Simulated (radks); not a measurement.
Question: Coherent X-ray form factor from a spherical all-electron density. Method: scalar-relativistic Kohn-Sham, RPBE, spin-polarised, spherical densities, point nucleus; computed with a radial shooting solver on a logarithmic mesh with Libxc functionals.

sin(theta)/lambda (1/angstrom),f0 (electrons)
0.05,17.773
0.1,17.123
0.15,16.140
0.2,14.945
0.25,13.665
0.3,12.410
0.4,10.250
0.5,8.707
0.6,7.687
0.8,6.454
1,5.502
1.25,4.353
1.5,3.360
2,2.096

The species is in the configuration that NIST lists as its ground one. Which atom or ion scatters so?

Answer: The scandium ion Sc3+, [Ar]. Extrapolating in s^2 from the first two rows gives f0(0) = 18.0, near the electron count 18; among species with that count, the fall with angle is slower the higher Z, and the table is that of Z = 21; from so few rows the species is fixed only to a neighbour or two.
